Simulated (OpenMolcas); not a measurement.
Pr2+ in a point-charge field

Pr2+ among 4 point charges of -1.5 e arranged as a tetrahedron (Td), 2.46 Å from the ion.
```
   1.4203    1.4203    1.4203  -1.50
   1.4203   -1.4203   -1.4203  -1.50
  -1.4203    1.4203   -1.4203  -1.50
  -1.4203   -1.4203    1.4203  -1.50
```

| Quantity | Value |
| --- | --- |
| Program | OpenMolcas 26.06 |
| Method | CASSCF |
| Basis | ANO-RCC-VDZP [7s6p4d2f1g] |
| Scalar Hamiltonian | DKH2, point nucleus |
| Active space | 3 electrons in 7 orbitals (4f) |
| State averaging | 2S+1 = 4 odd, 35 roots; 2S+1 = 2 odd, 96 roots kept (CI in the orbitals of an earlier block) |
| Spin-orbit coupling | state interaction with AMFI integrals over the reference wave functions |

The lowest spin-free states (labels of Td), above the lowest:

| State | Degeneracy | E (cm-1) | Free-ion L (%) |
| --- | --- | --- | --- |
| 4A2 | 1 | 0.0 | I (100) |
| 4T1 | 3 | 2.5 | I (100) |
| 4T2 | 3 | 14.2 | I (100) |
| 4E | 2 | 236.8 | I (100) |
| 4T1 | 3 | 369.6 | I (100) |
| 4A1 | 1 | 590.9 | I (100) |
| 4A1 | 1 | 12021 | F (100) |
| 2E | 2 | 12025 | H (100) |
| 2T2 | 3 | 12039 | H (99) |
| 4T1 | 3 | 12098 | F (100) |
| 4A2 | 1 | 12215 | S (99) |
| 2T1 | 3 | 12329 | H (100) |
| 2T2 | 3 | 12332 | H (100) |
| 4T2 | 3 | 12488 | F (100) |
| 2T1 | 3 | 15939 | G (98) |
| 2E | 2 | 16205 | G (98) |
| 2T2 | 3 | 16325 | G (98) |
| 2A2 | 1 | 16395 | G (100) |
| 2T1 | 3 | 18132 | K (98) |
| 2T2 | 3 | 18203 | K (97) |

The lowest levels with spin-orbit coupling:

| E (cm-1) | Degeneracy | Label | 2S+1 | J | |mJ| (%) | g |
| --- | --- | --- | --- | --- | --- | --- |
| 0.0 | 4 | Γ8 | 4 | 4.41 | 7/2 (47) |  |
| 190.9 | 2 | Γ7 | 4 | 4.40 | 1/2 (58) | 2.56 2.56 2.56 |
| 266.2 | 4 | Γ8 | 4 | 4.42 | 3/2 (33) |  |
| 1491 | 2 | Γ7 | 4 | 5.40 | 7/2 (72) | 3.35 3.35 3.35 |
| 1529 | 4 | Γ8 | 4 | 5.39 | 9/2 (42) |  |
| 1637 | 2 | Γ6 | 4 | 5.41 | 3/2 (45) | 3.62 3.62 3.62 |
| 1674 | 4 | Γ8 | 4 | 5.41 | 1/2 (42) |  |
| 3042 | 2 | Γ7 | 4 | 6.40 | 9/2 (69) | 5.37 5.37 5.37 |
| 3078 | 2 | Γ6 | 4 | 6.40 | 11/2 (44) | 4.43 4.43 4.43 |
| 3107 | 4 | Γ8 | 4 | 6.39 | 7/2 (30) |  |
| 3255 | 2 | Γ6 | 4 | 6.40 | 5/2 (35) | 5.36 5.36 5.36 |
| 3258 | 4 | Γ8 | 4 | 6.41 | 1/2 (38) |  |
| 4683 | 4 | Γ8 | 4 | 7.40 | 11/2 (47) |  |
| 4698 | 2 | Γ6 | 4 | 7.39 | 13/2 (40) | 6.67 6.67 6.67 |
| 4764 | 4 | Γ8 | 4 | 7.39 | 13/2 (28) |  |
| 4946 | 2 | Γ7 | 4 | 7.39 | 1/2 (52) | 5.92 5.92 5.92 |
| 5059 | 4 | Γ8 | 4 | 7.39 | 15/2 (30) |  |
| 13119 | 4 | Γ8 | 4 (55 %) | 3.19 | 1/2 (30) |  |
| 13133 | 4 | Γ8 | 2 (57 %) | 3.53 | 3/2 (36) |  |
| 13324 | 4 | Γ8 | 2 (86 %) | 4.27 | 3/2 (35) |  |

Powder χT (cm3 K/mol): 1.14 at 2 K, 1.16 at 10 K, 1.25 at 50 K, 1.36 at 100 K, 1.5 at 200 K, 1.57 at 300 K. The effective moment at 300 K is 2.828 √(χT) = 3.55 μB.

Hund's rules give f3 the level 4I9/2 with g = 0.727, so an isolated free-ion multiplet has χT = g² J(J+1) / 8 = 1.636 cm3 K/mol. The computed 1.573 at 300 K differs by -4 %, through the field's splitting, the mixing of terms and any other multiplet in reach.

Stevens parameters of the J = 9/2 multiplet, which is 266 cm-1 wide (cm-1, z along the main axis): B40 = 5.643e-02, B44 = 2.832e-01, B60 = 5.220e-04, B64 = -1.094e-02.

High states are left out of the spin-orbit mixing, which shifts the levels that they would mix with. This is an electrostatic model: the charges have no orbitals. The first state left out of the spin-orbit step lies near 51000 cm-1 above the lowest spin-free state of the reference (among the parities and spins computed), and the lists stop at four fifths of that energy or lower. No measured value stands beside these numbers.
